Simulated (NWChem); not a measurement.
System: SiN2H4, singlet; SMILES N[Si]N

```xyz
7

Si     0.0000     0.0000    -0.6745
N      1.3343     0.0000     0.4490
H      1.3026     0.0000     1.4741
H      2.2963     0.0000     0.1043
N     -1.3343     0.0000     0.4490
H     -2.2963     0.0000     0.1043
H     -1.3026     0.0000     1.4741
```
Atoms are numbered in this order, from 1.

Program: NWChem. Pople sets run with spherical d functions. Medium grid unless said otherwise, to which SCAN and Minnesota functionals are sensitive. Low-valent species are run as closed-shell singlets; no triplet was tried in these runs. Geometry: optimised at PBE-D3(BJ)/def2-SVP. B3LYP is NWChem's, with the RPA form of VWN correlation.

Q: Order these by “highest occupied level (eV)”, lowest first: LDA (Slater exchange, PW92)/6-31G*; Hartree-Fock/6-31G*; PW6B95/6-31G*; BHandHLYP/6-31G*.

A: Hartree-Fock/6-31G* (-8.82), BHandHLYP/6-31G* (-7.28), PW6B95/6-31G* (-6.35), LDA (Slater exchange, PW92)/6-31G* (-5.16)
